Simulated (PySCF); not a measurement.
In(F)(Cl)(OMe) (CH3ClFInO), SMILES C[O][In]([Cl])[F]. Atoms are numbered in the order given.

```xyz
8

In    -0.0321    -0.2126     0.2792
F     -0.1382    -1.1457     1.9779
Cl     0.4417     2.0664     0.2822
O     -0.3776    -1.1888    -1.4020
C     -0.1998    -0.5946    -2.6616
H      0.7824    -0.8582    -3.0954
H     -0.9793    -0.9735    -3.3450
H     -0.2745     0.5089    -2.6549
```

The structure is a stationary point at PBE0-D3(BJ)/def2-SVP. The structure was generated by enumeration; whether it is a known compound was not checked. The def2 effective core potentials stand for the cores of In; spin–orbit coupling is left out. One conformer was computed; it need not be the lowest.

Computed with PBE0-D3(BJ)/def2-SVP (PySCF).

Frequencies are harmonic and unscaled.

List the normal modes with their intensities. (An estimate is asked for; the answer gives what the named calculation found.)


```
mode  ν (cm⁻¹)  IR (km/mol)  Raman (Å⁴/amu)  depolarisation  moving atoms (share of kinetic energy)
----  --------  -----------  --------------  --------------  --------------------------------------
1           39          2.3             1.2            0.75                         H 71 %, Cl 10 %
2           73          4.2             1.8            0.70         H 31 %, Cl 26 %, C 25 %, In 9 %
3           82          0.1             0.1            0.74          H 26 %, F 25 %, C 21 %, O 21 %
4          116         21.9             1.1            0.71                F 67 %, Cl 15 %, In 14 %
5          128         36.5             0.5            0.73        O 36 %, In 31 %, F 19 %, Cl 10 %
6          243         18.4             2.4            0.29         O 35 %, C 34 %, H 19 %, In 10 %
7          375         26.2            12.5            0.16                        Cl 78 %, In 18 %
8          554         50.7            23.7            0.17                 O 65 %, In 12 %, C 10 %
9          635         63.2             5.2            0.37                         F 80 %, In 16 %
10        1133        174.8            14.9            0.44                  O 47 %, C 43 %, H 11 %
11        1169          4.4             1.3            0.41                          H 77 %, C 19 %
12        1193          6.0             4.9            0.12                  H 69 %, C 20 %, O 11 %
13        1464          3.5            17.5            0.73                                  H 95 %
14        1472         17.3            11.6            0.71                                  H 92 %
15        1480         16.9            17.3            0.74                                  H 94 %
16        3002         79.6           163.0            0.02                                  H 97 %
17        3083         34.4            81.8            0.62                          H 90 %, C 10 %
18        3105         23.1           177.4            0.59                          H 90 %, C 10 %
```
